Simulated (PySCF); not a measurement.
**AlBr₂⁺ + 2 HBr → AlH₂⁺ + 2 Br₂**

Level: PBE0 in the def2-TZVP basis family, all electrons, no relativity, computed in PySCF with density fitting; open shells unrestricted.

```json
{"species": "AlBr₂⁺", "state and structure": "singlet, D∞h, Al–Br 2.149 Å (×2)", "E (Eh)": "-5389.85861", "ZPE (kJ/mol)": "7.0", "H(298 K) − H(0) (kJ/mol)": "13.9", "S° (J/(mol K))": "286.7"}
{"species": "HBr", "state and structure": "singlet, C∞v, H–Br 1.421 Å", "E (Eh)": "-2574.45811", "ZPE (kJ/mol)": "16.0", "H(298 K) − H(0) (kJ/mol)": "8.7", "S° (J/(mol K))": "198.5"}
{"species": "AlH₂⁺", "state and structure": "singlet, D∞h, Al–H 1.554 Å (×2)", "E (Eh)": "-243.18162", "ZPE (kJ/mol)": "31.3", "H(298 K) − H(0) (kJ/mol)": "9.7", "S° (J/(mol K))": "191.9"}
{"species": "Br₂", "state and structure": "singlet, D∞h, Br–Br 2.281 Å", "E (Eh)": "-5147.70672", "ZPE (kJ/mol)": "2.0", "H(298 K) − H(0) (kJ/mol)": "9.7", "S° (J/(mol K))": "244.8"}
```

(1) What is the electronic reaction energy?

(2) Add zero-point, thermal and entropy terms for 298.15 K and 1 bar.

Answers

(1) At PBE0/def2-TZVP, ΔE = 472.0 kJ/mol from the differences of the total energies times 2625.5, uphill. 

(2) ΔZPE = -3.7 and Δ[H(298) − H(0)] = -2.2 kJ/mol give ΔH° = 466.1 kJ/mol. ΔS° = -2.2 J/(mol K), so ΔG° = 466.1 − 298.15 × (-0.0022) = 467 kJ/mol.

Only the bonding shown was studied: isomers, or loss of a ligand pair, can lie lower.
